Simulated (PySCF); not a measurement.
Spectra and structures to be paired. Theory: PySCF 2.14.0, density-fitted response routines, TDDFT PBE0/def2-SVPD, vertical, gas phase, core orbitals frozen in the response. Geometries: PBE0-D3(BJ)/def2-SVP; one conformer of each isolated species. Triplets are in the Tamm–Dancoff approximation. Relativistic effects are left out although some hold elements past zinc.

A. `CCO[Si@H](O)[AsH2]`
B. `N#C/C(F)=C(/C#N)CF`
C. `O=CO[SiH3]`
D. `O=C1CCSCC1`
E. `C=C[CH2][Ga@@H-]1[O]C=CC=[O+]1`

Lowest singlet levels (six at most, fewer where fewer were computed) with oscillator strengths:

1. 369 nm (f 0.003); 280 nm (f 0.001); 262 nm (f 0.104); 222 nm (f 0.011); 212 nm (f 0.027); 208 nm (f 0.121); T1 2.80 eV
2. 213 nm (f 0.001); 166 nm (f 0.008); 157 nm (f 0.000); 155 nm (f 0.002); 154 nm (f 0.127); 150 nm (f 0.031); T1 5.23 eV
3. 231 nm (f 0.485); 217 nm (f 0.000); 204 nm (f 0.000); 202 nm (f 0.000); 186 nm (f 0.025); 182 nm (f 0.000); T1 3.03 eV
4. 200 nm (f 0.005); 197 nm (f 0.012); 180 nm (f 0.105); 177 nm (f 0.257); 170 nm (f 0.034); 167 nm (f 0.016); T1 5.46 eV
5. 289 nm (f 0.000); 257 nm (f 0.006); 224 nm (f 0.000); 194 nm (f 0.053); 188 nm (f 0.030); 183 nm (f 0.004); T1 3.69 eV

Question: Which spectrum belongs to which structure?

Answer: 1 = E, 2 = C, 3 = B, 4 = A, 5 = D.
- A: S1 at 6.20 eV, HOMO→LUMO+1 (56%), HOMO→LUMO (37%); Löwdin shares by element: HOMO arsenic 56%, silicon 15%, oxygen 8% or more, hydrogen 6% or more; LUMO silicon 25%, arsenic 17%, oxygen 17% or more, hydrogen 10% or more (atoms not listed hold the other 31%); HOMO -7.29 and LUMO 0.02 eV.
- B: S1 at 5.36 eV, HOMO→LUMO (94%); Löwdin shares by element: HOMO carbon 41% or more, nitrogen 26% (atoms not listed hold the other 33%); LUMO carbon 42% or more, nitrogen 27% (atoms not listed hold the other 31%); HOMO -8.78 and LUMO -3.17 eV.
- C: S1 at 5.82 eV, HOMO→LUMO (99%); S1 has the pattern of n→π* at C=O; HOMO -8.68 and LUMO -0.45 eV; point group Cs, 1 of its 6 listed states under f = 0.0005.
- D: S1 at 4.29 eV, HOMO-1→LUMO (96%); S1 has the pattern of n→π* at C=O; HOMO -6.77 and LUMO -0.83 eV; point group Cs, 2 of its 6 listed states under f = 0.0005.
- E: S1 at 3.36 eV, HOMO→LUMO (100%); Löwdin shares by element: HOMO carbon 64% or more, gallium 10% (atoms not listed hold the other 26%); LUMO carbon 51% or more, oxygen 32% (atoms not listed hold the other 18%); HOMO -6.46 and LUMO -2.11 eV.
